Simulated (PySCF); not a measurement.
The same groups moved round the core (azulene silyl). Isolated molecules, 0 K electronic values unless said otherwise. Strings in code marks are SMILES.

The LUMO from two functionals at the same geometries (PBE0-D3(BJ)/def2-SVP), both in PySCF: PBE-D3(BJ)/def2-TZVP and PBE0-D3(BJ)/def2-TZVP. 

```json
[
 {"species": "`[SiH3]c1cc2cccccc-2c1`", "PBE0-D3(BJ)/def2-TZVP (eV)": "-2.35"},
 {"species": "`c1c2-c(cc1)ccc(cc2)[SiH3]`", "PBE0-D3(BJ)/def2-TZVP (eV)": "-2.36"},
 {"species": "`c1ccccc2ccc([SiH3])c1-2`", "PBE0-D3(BJ)/def2-TZVP (eV)": "-2.28"},
 {"species": "`c1cc([SiH3])cc2-c(c1)ccc2`", "PBE0-D3(BJ)/def2-TZVP (eV)": "-2.28"},
 {"species": "`[SiH3]c1ccccc2cccc1-2`", "PBE0-D3(BJ)/def2-TZVP (eV)": "-2.35"}
]
```

**Question.** What does PBE-D3(BJ)/def2-TZVP give for each?

**Answer.** 
- `[SiH3]c1cc2cccccc-2c1`: -3.07
- `c1c2-c(cc1)ccc(cc2)[SiH3]`: -3.07
- `c1ccccc2ccc([SiH3])c1-2`: -3.02
- `c1cc([SiH3])cc2-c(c1)ccc2`: -3.02
- `[SiH3]c1ccccc2cccc1-2`: -3.07
Over these rows, drawn at random from the members with no instability flagged (it was tested for open shells, ions and some series alone), PBE minus PBE0-D3(BJ): mean -0.73 eV, from -0.74 eV to -0.72 eV.
